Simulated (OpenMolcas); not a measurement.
## 3d ions of charge +4 along the row

* Program: OpenMolcas
* Method: SS-CASPT2, IPEA 0.25 Eh, imaginary shift 0.1 Eh
* Basis: ANO-RCC-VTZP
* Scalar Hamiltonian: DKH2, point nucleus
* Spin-orbit coupling: state interaction with AMFI integrals over the reference wave functions, term energies averaged over their components

Active space: the 3d shell; CASPT2 also correlates the outermost closed s and p core shells.

B and C come from two terms' centres of gravity (d2, d8: 3P = 15B, 1G = 12B + 2C; d3, d7: 4P = 15B, 2G = 4B + 3C; d4, d6: 3G = 9B + 4C, 3H = 4B + 4C; d5: 4D = 17B + 5C, 4G = 10B + 5C, above the ground term), where all their levels are at least 80 % pure. ζ = ±2S·A comes from the whole width of the ground multiplet by E(J) = (A/2) J(J+1), where its levels are at least 85 % pure. Energies in cm-1.

```csv
Ion,Configuration,Lowest level,Weight (%),B,B measured,C,C measured,ζ,ζ measured
Cr4+,3d²,³F₂,100,1053,1013,4564,4600,331,326
Mn4+,3d³,⁴F_3/2,100,1110,1065,4441,4365,430,403
Fe4+,3d⁴,⁵D₀,100,1035,982,5292,5137,564,513
Co4+,3d⁵,⁶S_5/2,100,1121,,5702,,,
Ni4+,3d⁶,⁵D₄,100,1280,1271,5607,5383,798,823
Cu4+,3d⁷,⁴F_9/2,100,1317,1302,5481,5496,975,1008
```

Measured columns use the levels in Sugar and Corliss, J. Phys. Chem. Ref. Data 6, 317 (1977) (Cr4+); Corliss and Sugar, J. Phys. Chem. Ref. Data 6, 1253 (1977) (Mn4+); Corliss and Sugar, J. Phys. Chem. Ref. Data 11, 135 (1982) (Fe4+); Corliss and Sugar, J. Phys. Chem. Ref. Data 10, 197 (1981) (Ni4+); Sugar and Musgrove, J. Phys. Chem. Ref. Data 19, 527 (1990) (Cu4+).

The computed B goes from 1053 (Cr4+) to 1317 cm-1 (Cu4+), a factor of 1.25, though not at every step. It departs from the measured column by +1 to +5 %. The Trees term is left out, which lowers the B read from the levels of every ion, most for d4 to d6. The pair of terms that fixes B changes along the row, so steps between ions also reflect that choice.

The computed ζ goes from 331 (Cr4+) to 975 cm-1 (Cu4+), a factor of 2.95, rising at every step. It departs from the measured column by -3 to +10 %.

Term energies are means over components that CASPT2 splits; among the low terms the widest spread is 1400 cm-1 (3d⁷ ²H, Cu4+). Terms from blocks run as CI alone lack orbitals of their own. The CASPT2 spread within a term exceeds the gap to the next term for 3d³ ²D(1) and 3d³ ²P, 3d³ ²P and 3d³ ²H, so the order of their levels is uncertain, and so are names and mixing where such terms share a J (figures for Mn4+; the like holds for Fe4+, Ni4+, Cu4+). Some levels mix across a computed gap that differs much from the measured one, so their mixing is not that of the real levels (holds for Co4+; Cu4+). Measured partners are found by configuration, term and J. A level has none where our copy of the source lacks it or the pairing is in doubt (some pairs that miss far off the trend of their configuration count as doubtful), and it then counts in no deviation. Only configurations of the active space appear.

A number in round brackets counts repeated terms of one configuration in the order of the reference energies.
